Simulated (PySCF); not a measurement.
# Optical rotation: `C=C(C)/C(C)=C/N(C)C`, C₈H₁₅N

Molfile (atoms numbered from 1):
```
C8H15N
     RDKit          3D

 24 23  0  0  0  0  0  0  0  0999 V2000
    3.3822   -0.8394    0.2261 C   0  0  0  0  0  0  0  0  0  0  0  0
    2.2950   -0.1419   -0.1589 C   0  0  0  0  0  0  0  0  0  0  0  0
    2.4712    1.2202   -0.7743 C   0  0  0  0  0  0  0  0  0  0  0  0
    0.9342   -0.6723    0.0166 C   0  0  0  0  0  0  0  0  0  0  0  0
    0.7650   -2.0825    0.4996 C   0  0  0  0  0  0  0  0  0  0  0  0
   -0.1427    0.1004   -0.2774 C   0  0  0  0  0  0  0  0  0  0  0  0
   -1.4776   -0.2263   -0.0648 N   0  0  0  0  0  0  0  0  0  0  0  0
   -2.4339    0.5501   -0.8106 C   0  0  0  0  0  0  0  0  0  0  0  0
   -1.9229   -0.5452    1.2730 C   0  0  0  0  0  0  0  0  0  0  0  0
    4.3863   -0.4311    0.0872 H   0  0  0  0  0  0  0  0  0  0  0  0
    3.3130   -1.8234    0.6933 H   0  0  0  0  0  0  0  0  0  0  0  0
    3.5369    1.4566   -0.8944 H   0  0  0  0  0  0  0  0  0  0  0  0
    1.9973    1.2789   -1.7676 H   0  0  0  0  0  0  0  0  0  0  0  0
    2.0178    2.0092   -0.1527 H   0  0  0  0  0  0  0  0  0  0  0  0
   -0.2467   -2.4471    0.2745 H   0  0  0  0  0  0  0  0  0  0  0  0
    1.4821   -2.7474   -0.0054 H   0  0  0  0  0  0  0  0  0  0  0  0
    0.9385   -2.1928    1.5846 H   0  0  0  0  0  0  0  0  0  0  0  0
    0.0175    1.0784   -0.7469 H   0  0  0  0  0  0  0  0  0  0  0  0
   -3.4138    0.0478   -0.7996 H   0  0  0  0  0  0  0  0  0  0  0  0
   -2.5772    1.5732   -0.3999 H   0  0  0  0  0  0  0  0  0  0  0  0
   -2.1201    0.6392   -1.8601 H   0  0  0  0  0  0  0  0  0  0  0  0
   -1.1461   -1.0838    1.8264 H   0  0  0  0  0  0  0  0  0  0  0  0
   -2.8209   -1.1834    1.2376 H   0  0  0  0  0  0  0  0  0  0  0  0
   -2.1778    0.3675    1.8520 H   0  0  0  0  0  0  0  0  0  0  0  0
  1  2  2  0
  2  3  1  0
  2  4  1  0
  4  5  1  0
  4  6  2  0
  6  7  1  0
  7  8  1  0
  7  9  1  0
  1 10  1  0
  1 11  1  0
  3 12  1  0
  3 13  1  0
  3 14  1  0
  5 15  1  0
  5 16  1  0
  5 17  1  0
  6 18  1  0
  8 19  1  0
  8 20  1  0
  8 21  1  0
  9 22  1  0
  9 23  1  0
  9 24  1  0
M  END
```

Computed, not measured: TDDFT CAM-B3LYP/def2-SVPD circular dichroism and optical rotation, one conformer, gas phase in PySCF 2.14.0. Geometry: PBE0-D3(BJ)/def2-SVP.

States above about 6.6 eV (minus the energy of the highest occupied orbital) lie near or above the ionisation threshold and depend on the basis. No stereocentre is labelled: unless the shape is locked (an allene, a helicene, a hindered biaryl), the mirror image is equally populated and a measured rotation or CD is zero.

What is the specific rotation at 633, 589.3, 546, 436, 405, 365, 355 nm?

[α] in deg dm⁻¹ (g/mL)⁻¹:
```tsv
λ (nm)	origin-invariant length gauge	modified velocity gauge	length gauge (centre of mass)	isotropic polarisability (au)
633	-545.7	-525.5	-548.0	123.5
589.3	-660.1	-635.8	-663.0	124.6
546	-816.5	-786.8	-820.3	126.1
436	-1666.2	-1608.0	-1675.7	133.0
405	-2198.0	-2122.7	-2211.8	136.8
365	-3458.1	-3343.7	-3483.8	145.0
355	-3972.5	-3842.7	-4003.7	148.2
```

And for the mirror image at 589.3 nm?

+660.1 deg dm⁻¹ (g/mL)⁻¹ (origin-invariant length gauge): the same size and the opposite sign.

What is the molar rotation [Φ] = [α]·M/100 of the geometry above at 589.3 nm?

With M = 125.22 g/mol, -826.5 deg cm² dmol⁻¹ (origin-invariant length gauge).

The first excitation lies at 4.65 eV (267 nm) with R = -53.6 × 10⁻⁴⁰ esu² cm² (velocity form).
